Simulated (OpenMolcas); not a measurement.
Co3+ among 3 point charges of -2 e arranged as a planar triangle (D3h), 1.99 Å from the ion.

```json
{"Program": "OpenMolcas", "Method": "CASSCF", "Basis": "ANO-RCC-VDZP [5s4p2d1f]", "Scalar Hamiltonian": "DKH2, point nucleus", "Active space": "6 electrons in 5 orbitals (3d)", "State averaging": "2S+1 = 5 even, 5 roots; 2S+1 = 3 even, 45 roots; 2S+1 = 1 even, 50 roots", "Spin-orbit coupling": "state interaction with AMFI integrals over the reference wave functions"}
```

(1) What is the spin-free ground state (labels of D3, the rotations of D3h)?

(2) Where is the first state of the same spin?

(3) What are the lowest two levels with spin-orbit coupling?

(4) What is χT at 300 K, and how does it compare with the textbook value?

Results:

(1) 5A1, 1-fold in its orbital part, 100 % from free-ion D terms; it has the highest spin that d6 allows.

(2) 5E at 1710 cm-1 above the ground state.

(3) A 1-fold level A1, then a 2-fold level E 32.0 cm-1 above it. Their leading multiplicities are 5 (100 %) and 5 (100 %).

(4) The lowest level has 2S+1 = 5, for which the spin-only value is χT = S(S+1) / 2 = 3.000 cm3 K/mol (g = 2). The computed 4.175 at 300 K differs by +1.175, through orbital momentum, spin-orbit coupling and any other state in reach.

Without dynamic correlation the repulsion within the d shell is too large (B by tens of per cent), so at a given field states of lower spin stand too high. Point charges give a weaker field than real ligands, and real ions of this kind are often low spin; the high spin found here belongs to the model. This is an electrostatic model: the charges have no orbitals. No measured value stands beside these numbers.
